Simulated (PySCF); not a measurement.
Computed IR spectrum (relative IR intensity) of a molecule C3H11NSi2. Geometry: PBE0-D3(BJ)/def2-SVP. The values are those of a single conformer. All values below come from PBE0-D3(BJ)/def2-SVP in PySCF. Frequencies are harmonic and unscaled.

Lines under 2 % of the strongest are left out, and lines within 2 cm⁻¹ are merged.

```json
[
 {"ν (cm⁻¹)": "146", "relative intensity": "3.4"},
 {"ν (cm⁻¹)": "281", "relative intensity": "2.6"},
 {"ν (cm⁻¹)": "403", "relative intensity": "47"},
 {"ν (cm⁻¹)": "498", "relative intensity": "2.4"},
 {"ν (cm⁻¹)": "613", "relative intensity": "9.0"},
 {"ν (cm⁻¹)": "635", "relative intensity": "6.2"},
 {"ν (cm⁻¹)": "659", "relative intensity": "7.3"},
 {"ν (cm⁻¹)": "670", "relative intensity": "5.8"},
 {"ν (cm⁻¹)": "718", "relative intensity": "4.0"},
 {"ν (cm⁻¹)": "768", "relative intensity": "5.0"},
 {"ν (cm⁻¹)": "832", "relative intensity": "4.4"},
 {"ν (cm⁻¹)": "871", "relative intensity": "24"},
 {"ν (cm⁻¹)": "913", "relative intensity": "100"},
 {"ν (cm⁻¹)": "930", "relative intensity": "10.0"},
 {"ν (cm⁻¹)": "934", "relative intensity": "30"},
 {"ν (cm⁻¹)": "946", "relative intensity": "5.1"},
 {"ν (cm⁻¹)": "953", "relative intensity": "11"},
 {"ν (cm⁻¹)": "964", "relative intensity": "23"},
 {"ν (cm⁻¹)": "977", "relative intensity": "6.1"},
 {"ν (cm⁻¹)": "1156", "relative intensity": "13"},
 {"ν (cm⁻¹)": "1247", "relative intensity": "5.6"},
 {"ν (cm⁻¹)": "1415", "relative intensity": "2.4"},
 {"ν (cm⁻¹)": "1548", "relative intensity": "11"},
 {"ν (cm⁻¹)": "2181", "relative intensity": "30"},
 {"ν (cm⁻¹)": "2214", "relative intensity": "28"},
 {"ν (cm⁻¹)": "2223", "relative intensity": "24"},
 {"ν (cm⁻¹)": "2234", "relative intensity": "23"},
 {"ν (cm⁻¹)": "2239", "relative intensity": "28"},
 {"ν (cm⁻¹)": "3054", "relative intensity": "2.2"},
 {"ν (cm⁻¹)": "3134", "relative intensity": "2.4"},
 {"ν (cm⁻¹)": "3608", "relative intensity": "8.0"},
 {"ν (cm⁻¹)": "3704", "relative intensity": "7.9"}
]
```

Task: Which molecule gave these data?
A) C[C@@H]([SiH3])/C=N/[SiH3]
B) C[Si@@]1(N)CC[SiH2]1
C) C1C[SiH2]NC[SiH2]1
D) C=C([SiH3])C[SiH2]N

Result: D, C=C([SiH3])C[SiH2]N
